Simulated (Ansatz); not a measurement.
Relaxation of F2H2NSi (6 atoms, charge 0, multiplicity 2), to a largest force component of 0.015 eV/Å in at most 40 steps.

All numbers below come from Ansatz, UKS PBE0-D4/def2-SVP.

```xyz
6
Properties=species:S:1:pos:R:3
N 0.005 0.847 -1.043
Si 0.195 -0.268 0.234
F -0.976 -1.313 0.119
F 0.044 0.449 1.586
H -0.998 1.236 -0.970
H 1.522 -0.940 0.129
```

Q: Where does it end, and by what steps?

A: The forces met the threshold. After 5 steps the energy has fallen by 0.248 eV; H5 moved furthest, 0.12 Å.

```json
{"step": "0", "energy less start (eV)": "0.0000", "largest force component (eV/Å)": "2.916", "accepted": "yes"}
{"step": "1", "energy less start (eV)": "-0.1849", "largest force component (eV/Å)": "1.548", "accepted": "yes"}
{"step": "2", "energy less start (eV)": "-0.2467", "largest force component (eV/Å)": "0.171", "accepted": "yes"}
{"step": "3", "energy less start (eV)": "-0.2484", "largest force component (eV/Å)": "0.049", "accepted": "yes"}
{"step": "4", "energy less start (eV)": "-0.2483", "largest force component (eV/Å)": "0.075", "accepted": "no"}
{"step": "5", "energy less start (eV)": "-0.2485", "largest force component (eV/Å)": "0.004", "accepted": "yes"}
```

```xyz
6
Properties=species:S:1:pos:R:3
N -0.042 0.876 -1.056
Si 0.192 -0.288 0.222
F -0.962 -1.412 0.151
F 0.065 0.456 1.647
H -0.969 1.322 -1.043
H 1.506 -0.944 0.136
```

Whether the end is a true minimum wasn't checked by a vibrational analysis.

Time of the run: 26 s on 1 CPU thread of a shared host.
